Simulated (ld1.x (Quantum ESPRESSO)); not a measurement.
**PBEsol ultrasoft dataset for carbon (C), non-relativistic all-electron reference.**

ld1.x (Quantum ESPRESSO) 7.5 was run on this input:

```
&input
   title='C', zed=6., rel=0, dft='PBESOL', iswitch=3,
   config='[He] 2s2 2p2 3d-2',
   nld=3, rlderiv=3.80, eminld=-3.0, emaxld=5.0, deld=0.02
 /
 &inputp
   pseudotype=3, tm=.true., lloc=-1, rcloc=2.85,
   nlcc=.true., rcore=1.05,
   which_augfun='PSQ', rmatch_augfun=0.95,
   file_pseudopw='C.UPF', file_wfcaegen='ae.wfc', file_wfcncgen='nc.wfc', file_beta='beta', file_chi='chi', file_wfcusgen='us.wfc'
 /
5
2S  1  0   2.00   0.00  1.20  1.45  0.0
2S  1  0   0.00   0.15  1.20  1.45  0.0
2P  2  1   2.00   0.00  2.85  3.50  0.0
2P  2  1   0.00  -0.05  2.85  3.50  0.0
3D  3  2  -2.00   0.40  2.55  3.40  0.0
 &test
   configts(1)='2s2 2p2'
 /
```

Command:

```bash
ld1.x < C.in > C.out
```

The program printed (shortened: banner, matrices, multipoles, cross overlaps and the repeated all-electron block are left out):

```
Program LD1 v.7.5

     !!!!!!!!!!!!!!!!!!! WARNING !!!!!!!!!!!!!!!!!!!!!!!
     Message from routine ld1_readin:
     US requires at least two energies per channel 3D
     !!!!!!!!!!!!!!!!!!!!!!!!!!!!!!!!!!!!!!!!!!!!!!!!!!!
     --------------------------- All-electron run ----------------------------

     C

     atomic number is  6.00
     dft =PBESOL   lsd =0 sic =0 latt =0  beta=0.20 tr2=1.0E-14
     Exchange-correlation= PBESOL
                           (   1   4  10   8   0   0   0)
     mesh =1073 r(mesh) = 100.30751 a.u. xmin = -7.00 dx = 0.01250
     1 Ry =  13.60569312 eV

     n l     nl                  e(Ry)          e(Ha)          e(eV)
     1 0     1S 1( 2.00)       -19.9861        -9.9930      -271.9241
     2 0     2S 1( 2.00)        -1.0023        -0.5011       -13.6366
     2 1     2P 1( 2.00)        -0.3849        -0.1924        -5.2366

     final scf error:  8.5E-15 reached in  30 iterations

     Etot =     -75.154151 Ry,     -37.577076 Ha,   -1022.524321 eV

     Ekin =      74.846888 Ry,      37.423444 Ha,    1018.343786 eV
     Encl =    -175.512714 Ry,     -87.756357 Ha,   -2387.972119 eV
     Eh   =      35.295868 Ry,      17.647934 Ha,     480.224744 eV
     Exc  =      -9.784193 Ry,      -4.892097 Ha,    -133.120733 eV

     normalization and overlap integrals

     s(1S/1S) =  1.000000  <r> =   0.2715  <r2> =    0.0999  r(max) =   0.1752
     s(2S/2S) =  1.000000  <r> =   1.5772  <r2> =    3.0119  r(max) =   1.2162
     s(2P/2P) =  1.000000  <r> =   1.7995  <r2> =    4.2480  r(max) =   1.2011

     ------------------------ End of All-electron run ------------------------

     --------------------- Generating US pseudopotential ---------------------

      Generating local potential from pseudized AE potential:
      Matching radius rcloc =   2.8500

      Local pseudo, rcloc= 2.881 Estimated cut-off energy=     2.99 Ry

      Computing core charge for nlcc:

       r > 1.06 : true rho core
       r < 1.06 : rho core = a sin(br)/r    a=   0.06  b=   2.68

      Integrated core pseudo-charge :   0.03
      Wfc-us  2S rcutus= 1.467  Estimated cut-off energy=    21.49 Ry
      Wfc-us  2S rcutus= 1.467  Estimated cut-off energy=    24.53 Ry
      Wfc-us  2P rcutus= 3.519  Estimated cut-off energy=     6.68 Ry
      Wfc-us  2P rcutus= 3.519  Estimated cut-off energy=    12.66 Ry
      Wfc-us  3D rcutus= 3.432  Estimated cut-off energy=     9.00 Ry

     Q pseudized with Bessel functions
     Expected ecutrho=     380.9009 due to l1=  1   l2=  1

     ------------------- End of pseudopotential generation -------------------

     Computing logarithmic derivative in   3.81717
     Computing logarithmic derivative in   3.81717
     Computing the partial wave expansion
     R is outside the sphere for l=    0 j= 0.00
     R is outside the sphere for l=    0 j= 0.00
     R is outside the sphere for l=    1 j= 0.00
     R is outside the sphere for l=    1 j= 0.00
     R is outside the sphere for l=    2 j= 0.00

     ---------------------- Testing the pseudopotential ----------------------

     C

     atomic number is  6.00   valence charge is  4.00
     dft =PBESOL   lsd =0 sic =0 latt =0  beta=0.20 tr2=1.0E-14
     mesh =1073 r(mesh) = 100.30751 xmin = -7.00 dx = 0.01250

     n l     nl             e AE (Ry)        e PS (Ry)    De AE-PS (Ry)
     1 0     2S   1( 2.00)       -1.00227       -1.00227        0.00000
     2 1     2P   1( 2.00)       -0.38488       -0.38488        0.00000

     eps = 3.4E-15  iter =  6

     Etot =     -75.154151 Ry,     -37.577076 Ha,   -1022.524321 eV
     Etotps =   -10.703059 Ry,      -5.351529 Ha,    -145.622535 eV

     Ekin =       2.829190 Ry,       1.414595 Ha,      38.493090 eV
     Encl =     -18.993269 Ry,      -9.496635 Ha,    -258.416591 eV
     Ehrt =       8.734728 Ry,       4.367364 Ha,     118.842033 eV
     Ecxc =      -2.792603 Ry,      -1.396301 Ha,     -37.995299 eV
     (Ecc =      -0.008970 Ry,      -0.004485 Ha,      -0.122047 eV)
     Epseu=      -0.481105 Ry,      -0.240553 Ha,      -6.545768 eV

     ---------------------- End of pseudopotential test ----------------------
```

Generation and configuration tests took about 3.2 s on one core of a shared server CPU.

Transferability test of the new file with ld1.x, input:

```
&input
   title='C', zed=6., rel=0, dft='PBESOL', iswitch=2,
   config='[He] 2s2 2p2 3d-2'
 /
 &test
   file_pseudo='C.UPF', nconf=8,
   configts(1)='2s2 2p2',
   configts(2)='2s2 2p1',
   configts(3)='2s2 2p0',
   configts(4)='2s1 2p0',
   configts(5)='2s0 2p4',
   configts(6)='2s1 2p3',
   configts(7)='2s2 2p1.5',
   configts(8)='2s1 2p2'
 /
```

```bash
ld1.x < C.test.in > C.test.out
```

Pseudopotential blocks of its output, shortened (energy terms left out; the distinct warnings before each block abridged to one line each):

```
     ---------------------- Testing the pseudopotential ----------------------

     n l     nl             e AE (Ry)        e PS (Ry)    De AE-PS (Ry)
     1 0     2S   1( 2.00)       -1.00227       -1.00227        0.00000
     2 1     2P   1( 2.00)       -0.38488       -0.38488        0.00000

     eps = 8.1E-15  iter =  3

     Etot =     -75.154151 Ry,     -37.577076 Ha,   -1022.524322 eV
     Etotps =   -10.703059 Ry,      -5.351529 Ha,    -145.622535 eV

     ---------------------- End of pseudopotential test ----------------------

          Warning: n=1, l=0 expected 0 nodes, found 1
     Warning: n=2, l=1 expected 0 nodes, found 1
     ---------------------- Testing the pseudopotential ----------------------

     n l     nl             e AE (Ry)        e PS (Ry)    De AE-PS (Ry)
     1 0     2S   1( 2.00)       -1.88202       -1.88519        0.00317
     2 1     2P   1( 1.00)       -1.24287       -1.24410        0.00123

     eps = 9.7E-15  iter = 36

     Etot =     -74.360930 Ry,     -37.180465 Ha,   -1011.731992 eV
     Etotps =    -9.908656 Ry,      -4.954328 Ha,    -134.814139 eV
     dEtot_ae =       0.793222 Ry
     dEtot_ps =       0.794402 Ry,   Delta E=      -0.001181 Ry

     ---------------------- End of pseudopotential test ----------------------

          ---------------------- Testing the pseudopotential ----------------------

     n l     nl             e AE (Ry)        e PS (Ry)    De AE-PS (Ry)
     1 0     2S   1( 2.00)       -2.95171       -2.94511       -0.00660  !
     2 1     2P   1( 0.00)       -2.32096       -2.30152       -0.01944  !

     eps = 9.0E-15  iter = 38

     Etot =     -72.595351 Ry,     -36.297676 Ha,    -987.710073 eV
     Etotps =    -8.149194 Ry,      -4.074597 Ha,    -110.875431 eV
     dEtot_ae =       2.558800 Ry
     dEtot_ps =       2.553865 Ry,   Delta E=       0.004935 Ry

     ---------------------- End of pseudopotential test ----------------------

          Warning: convergence not achieved
     ---------------------- Testing the pseudopotential ----------------------

     n l     nl             e AE (Ry)        e PS (Ry)    De AE-PS (Ry)
     1 0     2S   1( 1.00)       -4.10181       -4.08802       -0.01379  !
     2 1     2P   1( 0.00)       -3.51145       -3.46033       -0.05112  !

     eps = 1.2E-13  iter =201

     Etot =     -69.071634 Ry,     -34.535817 Ha,    -939.767452 eV
     Etotps =    -4.635579 Ry,      -2.317790 Ha,     -63.070266 eV
     dEtot_ae =       6.082518 Ry
     dEtot_ps =       6.067480 Ry,   Delta E=       0.015038 Ry

     ---------------------- End of pseudopotential test ----------------------

          ---------------------- Testing the pseudopotential ----------------------

     n l     nl             e AE (Ry)        e PS (Ry)    De AE-PS (Ry)
     1 0     2S   1( 0.00)       -1.06517       -1.06569        0.00052
     2 1     2P   1( 4.00)       -0.44495       -0.44580        0.00084

     eps = 3.0E-15  iter = 13

     Etot =     -73.916241 Ry,     -36.958120 Ha,   -1005.681687 eV
     Etotps =    -9.465398 Ry,      -4.732699 Ha,    -128.783306 eV
     dEtot_ae =       1.237911 Ry
     dEtot_ps =       1.237660 Ry,   Delta E=       0.000250 Ry

     ---------------------- End of pseudopotential test ----------------------

          ---------------------- Testing the pseudopotential ----------------------

     n l     nl             e AE (Ry)        e PS (Ry)    De AE-PS (Ry)
     1 0     2S   1( 1.00)       -1.03569       -1.03601        0.00032
     2 1     2P   1( 3.00)       -0.41667       -0.41709        0.00042

     eps = 4.5E-15  iter =  8

     Etot =     -74.535897 Ry,     -37.267948 Ha,   -1014.112539 eV
     Etotps =   -10.084854 Ry,      -5.042427 Ha,    -137.211422 eV
     dEtot_ae =       0.618255 Ry
     dEtot_ps =       0.618205 Ry,   Delta E=       0.000049 Ry

     ---------------------- End of pseudopotential test ----------------------

          BEWARE! Errors in PS-KS equations
     ---------------------- Testing the pseudopotential ----------------------

     n l     nl             e AE (Ry)        e PS (Ry)    De AE-PS (Ry)
     1 0     2S   1( 2.00)       -1.41452       -1.76324        0.34872  !
     2 1     2P   1( 1.50)       -0.78293       -0.78293        0.00000

     eps = 7.6E-26  iter =  6

     Etot =     -74.864980 Ry,     -37.432490 Ha,   -1018.589945 eV
     Etotps =    -4.709862 Ry,      -2.354931 Ha,     -64.080932 eV
     dEtot_ae =       0.289171 Ry
     dEtot_ps =       5.993197 Ry,   Delta E=      -5.704026 Ry

     ---------------------- End of pseudopotential test ----------------------

          BEWARE! Errors in PS-KS equations
     ---------------------- Testing the pseudopotential ----------------------

     n l     nl             e AE (Ry)        e PS (Ry)    De AE-PS (Ry)
     1 0     2S   1( 1.00)       -1.88980       -2.40495        0.51516  !
     2 1     2P   1( 2.00)       -1.25070       -1.25070        0.00000

     eps = 7.5E-22  iter =  6

     Etot =     -73.721779 Ry,     -36.860889 Ha,   -1003.035898 eV
     Etotps =    -4.915320 Ry,      -2.457660 Ha,     -66.876334 eV
     dEtot_ae =       1.432373 Ry
     dEtot_ps =       5.787739 Ry,   Delta E=      -4.355366 Ry

     ---------------------- End of pseudopotential test ----------------------
```
